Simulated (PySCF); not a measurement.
## Level sweep

C3H12BN.
Bonds: C1–C2, C2–C3, C3–B4, B4–N5. Hydrogens: H6, H7, H8 on C1; H9, H10 on C2; H11, H12 on C3; H13, H14 on B4; H15, H16, H17 on N5.

PySCF, dipoles from the SCF density, polarisabilities from static response with core orbitals frozen. One conformer (not necessarily the lowest) at the PBE0-D3(BJ)/def2-SVP geometry, without solvent, vibrations or thermal averaging.

Problem. Compare the levels for these properties.

Solution. 

| level | μ (D) | α (au) | anisotropy (au) |
| --- | --- | --- | --- |
| LDA/def2-SVPD | 4.802 | 72.77 | 16.11 |
| PBE/def2-SVPD | 4.802 | 71.26 | 15.71 |
| B3LYP/def2-SVPD | 4.856 | 68.82 | 14.11 |
| PBE0/def2-SVPD | 4.871 | 68.15 | 14.22 |
| BHandHLYP/def2-SVPD | 4.916 | 66.00 | 12.83 |
| CAM-B3LYP/def2-SVPD | 4.899 | 67.56 | 13.22 |
| wB97X-D/def2-SVPD | 4.920 | 67.68 | 13.31 |
| LC-wPBE/def2-SVPD | 4.953 | 65.61 | 12.63 |
| HF/def2-SVPD | 5.009 | 63.27 | 11.26 |
| PBE0/6-31G* | 5.105 | 55.65 | 11.45 |
| PBE0/def2-SVP | 5.127 | 58.71 | 12.02 |
| PBE0/def2-TZVP | 4.904 | 66.04 | 14.07 |

The anisotropy is √(½[(α1 − α2)² + (α2 − α3)² + (α3 − α1)²]). The dipole runs from 4.80 D (LDA/def2-SVPD) to 5.13 D (PBE0/def2-SVP). No reference polarisability is at hand; against PBE0 in the largest diffuse basis at hand (def2-SVPD) the other PBE0 rows deviate by 6-31G* -18%, def2-SVP -14%, def2-TZVP -3%. In one basis (def2-SVPD) the functionals order the polarisability from HF (lowest) to LDA (highest), a spread of 15%. With PBE0 the polarisability is 60.13 au without diffuse functions (mean of 6-31G*, def2-SVP and def2-TZVP) and 68.15 au with them (def2-SVPD).
